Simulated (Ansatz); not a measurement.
CH$_{4}$BrFGe (`F[CH]([GeH3])Br`). Charge 0, multiplicity 1. All single points use the PBE0-D4/def2-TZVP geometry.

```xyz
8

F    -1.742   -0.524    0.716
C    -0.601   -0.769    0.010
Ge    0.506    0.872   -0.138
Br    0.418   -2.169    0.902
H    -0.879   -1.197   -0.953
H     0.924    1.285    1.275
H    -0.350    1.963   -0.802
H     1.723    0.538   -1.009
```

Problem. What is the dipole moment at r2SCAN/def2-TZVPP? (Best estimate.)

Solution. Ansatz gave: 1.79 D, with components (0.40, 1.03, -1.41) D in this frame, pointing from negative to positive charge.

Problem. And with PBE, B3LYP, ωB97M-V? (An estimate is asked.)

Solution. Computed: PBE 1.65 D, B3LYP 1.80 D, ωB97M-V 1.85 D.

Problem. Give the Mulliken charges with r2SCAN, ωB97M-V, B3LYP in def2-TZVPP. (Best estimate.)

Solution. Ansatz gave: 
```csv
atom,r2SCAN,ωB97M-V,B3LYP
F1,-0.19,-0.18,-0.20
C2,0.09,-0.02,0.05
Ge3,0.09,0.03,0.09
Br4,-0.13,-0.09,-0.12
H5,0.11,0.17,0.15
H6,0.01,0.04,0.02
H7,0.00,0.02,0.00
H8,0.01,0.04,0.01
```

B3LYP here is the variant with VWN-RPA as its local correlation; programs differ in this.
